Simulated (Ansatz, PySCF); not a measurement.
Molecule: AsH₂ (charge 0, doublet). 
Structure (B3LYP-D3(BJ)/def2-TZVP (Ansatz, a first-principles code) minimum search):
SMILES: [AsH2]
```xyz
3

As    -0.0239    -0.0491    -0.0281
H     -0.0021     1.4525    -0.3209
H      0.7904     0.1673     1.2490
```
Charge 0, spin multiplicity 2.

Total electronic energies in hartree. Correlated levels leave the core frozen unless marked. Open shells are spin-unrestricted. No spin-orbit coupling. The frozen core is the preceding noble-gas configuration, with the filled d and f shells of earlier blocks. No relativistic terms. CBS marks a two-point X^-3 extrapolation of the correlation energy; Hartree-Fock from the larger set (for Q and 5 zeta extrapolated as (X+1)exp(-9√X)). [CCSD(T)-MP2]/basis is that difference in the basis named.

| level | program | energy (Eh) |
|---|---|---|
| HF/aug-cc-pVTZ | Ansatz | -2235.38518 |
| RI-HF/def2-TZVPP | Ansatz | -2235.34233 |
| BP86/def2-TZVPD | PySCF | -2237.31131 |
| M06-L-D4/def2-TZVPD | PySCF + dftd4 | -2236.97313 |
| PBE0/6-31G* | Ansatz | -2236.47376 |
| LC-wPBE/def2-TZVPD | Ansatz | ? |
| B2PLYP-D3(BJ)/def2-TZVPD | Ansatz + dftd3 | ? |
| MP2/6-31G* | Ansatz | -2235.12706 |
| MP2/cc-pVTZ | Ansatz | -2235.51046 |
| SCS-MP2/def2-TZVPP | Ansatz | -2235.47564 |
| CCSD/cc-pV5Z | Ansatz | -2235.54912 |
| RI-MP2/CBS(def2-TZVPP,def2-QZVPP)+[CCSD(T)-MP2]/def2-SVP | Ansatz | -2235.5572 |
| CCSD(T)/CBS(aug-cc-pVTZ,aug-cc-pVQZ) | Ansatz | -2235.5573 |
| CCSD(T)/CBS(cc-pVTZ,cc-pVQZ) | Ansatz | -2235.5575 |
| CCSD(T)/CBS(cc-pVQZ,cc-pV5Z) | Ansatz | -2235.5578 |

Question: What belongs in the gaps?

Answer: 
- LC-wPBE/def2-TZVPD, energy (Eh): -2236.73644
- B2PLYP-D3(BJ)/def2-TZVPD, energy (Eh): -2236.61971
